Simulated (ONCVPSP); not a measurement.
cadmium (Cd): ONCV pseudisation with PBE, scalar-relativistic reference atom.

ONCVPSP 4.0.1 input, shortened (lines: element, Z, core and valence counts, functional; n l f; lmax; l rc ep ncon nbas qcut; lloc lpopt rc5 dvloc0; l nproj debl; icmod fcfact rcfact), PBE, scalar-relativistic:

```
  Cd 48.00    9    2        4      upf
    1    0    2.00
    2    0    2.00
    2    1    6.00
    3    0    2.00
    3    1    6.00
    3    2   10.00
    4    0    2.00
    4    1    6.00
    4    2   10.00
    5    0    1.50
    5    1    0.50
    1
    0    2.06    0.00    4    8    2.70
    1    2.06    0.00    4    7    4.10
    0    5    2.06    0.00
    0    0    1.20
    1    1    2.30
    3    4.25    1.55
```

* Cutoffs needed: 7.4 Ha and 30 Ha (the cutoffs (Ha) at which the residual kinetic energy of the hardest occupied pseudo-wave falls to 1 and 0.1 mHa per electron)
* Ghost test: no bound ghost flagged; no localised positive-energy state flagged
* Largest excitation error: -100 meV (all-electron minus pseudo) for 5s1 5p0, out of 4 test configurations
* rms error of d²Exc/dni dnj: 11.74 mHa without and 2.88 mHa with the model core
